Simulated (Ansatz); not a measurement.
`O[CH2][AlH][Cl]` + HCl → `[Cl][AlH][Cl]` + CH₃OH  (ligand exchange at the Al–C bond)

Calculated with Ansatz (gas phase, PBE0-D4/def2-TZVP geometries, no zero-point term in ΔE). CCSD(T)/CBS is the MP2 limit (def2-TZVPP, def2-QZVPP) plus CCSD(T) − MP2 in def2-TZVPP, frozen cores. This one scheme is used for every species. DFT in def2-TZVPP. One conformer a species, not always the lowest.

| species | BLYP-D4 energy (Eh) |
| --- | --- |
| `O[CH2][AlH][Cl]` | -818.46160 |
| HCl | -460.81454 |
| `[Cl][AlH][Cl]` | -1163.60416 |
| CH₃OH | -115.73842 |

(1) Work out ΔE.

Largest T1 diagnostic among the species: 0.010.

Results:

(1) ΔE = (-1163.60416) + (-115.73842) − (-818.46160) − (-460.81454) = -0.06644 Eh = -174.4 kJ/mol. CCSD(T)/CBS gives -184.8 kJ/mol.

At CCSD(T), def2-SVP lies −9.1 kJ/mol from the extrapolated value and def2-TZVPP +1.5 kJ/mol. From PBE to PBE0 (25 % exact exchange), in def2-TZVPP and without D4, ΔE moves by −8.0 kJ/mol.
